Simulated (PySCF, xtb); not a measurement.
InF2I, SMILES [F][In]([I])[F].

GFN2-xTB run with xtb 6.7.1 at its own geometry gives an orbital gap of 2.37 eV and a dipole moment of 0.40 D.

Geometry: r2SCAN-D4/def2-SVP. The def2 effective core potentials stand for the cores of I, In; spin–orbit coupling is left out.

### Question
What does PBE0/def2-TZVPD run with PySCF give? (The exact figures need the calculation; the answer reports its results.)

### Answer
gap 5.22 eV (levels -8.59 and -3.37 eV), dipole 2.56 D.
